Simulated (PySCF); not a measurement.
Compound: C2H5BF2Si2.
Numbering: `[F:1][B:2]([F:3])[SiH2:4][C:5]#[C:6][SiH3:7]` (hydrogens: H8, H9 on Si4; H10, H11, H12 on Si7)

Computed, not measured: PySCF, PBE0-D3(BJ)/def2-SVP geometry optimisation, gas phase.

(1) What internal coordinates does the optimisation give?

Answers

(1) 
```
                     bond  length (Å)
             F1–B2, B2–F3       1.317
                   B2–Si4       2.034
                   Si4–C5       1.835
                    C5≡C6       1.225
                   C6–Si7       1.836
           Si4–H8, Si4–H9       1.493
Si7–H10, Si7–H11, Si7–H12       1.491
```

Bonds in one row agree within 0.01 Å and their mean is given. A selection of angles:
```
      angle  degrees
   F1–B2–F3    116.7
  F1–B2–Si4    122.2
  B2–Si4–C5    108.6
  B2–Si4–H8    111.0
  B2–Si4–H9    109.5
  C5–Si4–H8    109.6
  H8–Si4–H9    109.2
  Si4–C5–C6    179.4
  C5–C6–Si7    179.0
 C6–Si7–H10    109.2
H10–Si7–H11    109.6
```

Dihedral angles: F1–B2–Si4–C5 -129° (anticlinal). The mirror-image conformer, all signs reversed, is as good.

Si7 (SiH3 silicon) is tetrahedral (angles from 109.1° to 109.7°). B2 (three-coordinate boron) is planar (angles 122.2°, 121.1° and 116.7°, sum 360.0°, 0.01 Å off the plane of its three neighbours). Si4 (SiH2 silicon) is tetrahedral (angles from 108.6° to 111.0°).

Point group: C1 (no symmetry element, even within 0.4 Å). Whether it is a minimum is left open (no frequencies). One conformer, not necessarily the lowest.
